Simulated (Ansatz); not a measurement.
An input meant for HfTe₂ (charge 0, singlet; atoms displaced at random, 0.08 Å in each coordinate).

```yaml
crystal:
  periodic: [false, false, false]
  atoms:
    - {symbol: Hf, position_ang: [-0.906723, -1.204059, 0.099017]}
    - {symbol: Te, position_ang: [-0.661912, 1.304487, -0.092316]}
    - {symbol: Te, position_ang: [1.608120, -0.166654, -0.276316]}
basis:
  gaussian: {orbitals: def2-TZVPD, final_grid: {core_spheres: 5, valence_spheres: 4, degree: 11}}
magnetization: {spin_polarized: true, initial_magnetization: 1}
hamiltonian: {xc: {name: BLYP}}
scf: {lower_state_search: off}
output: {forces: true}
```

```sh
$ ansatz run in.yaml --threads 4 --pin off --events-out ev --progress --plain --max-ram 3916MiB
```

Output, abridged:

```
Error: a molecule whose nuclei and cores have a total charge of 60 cannot have a net charge of 0 together with 1 unpaired electrons
```

(1) What is wrong with this run?

Results:

(1) The number of unpaired electrons doesn't fit the electron count. The program refused the input.
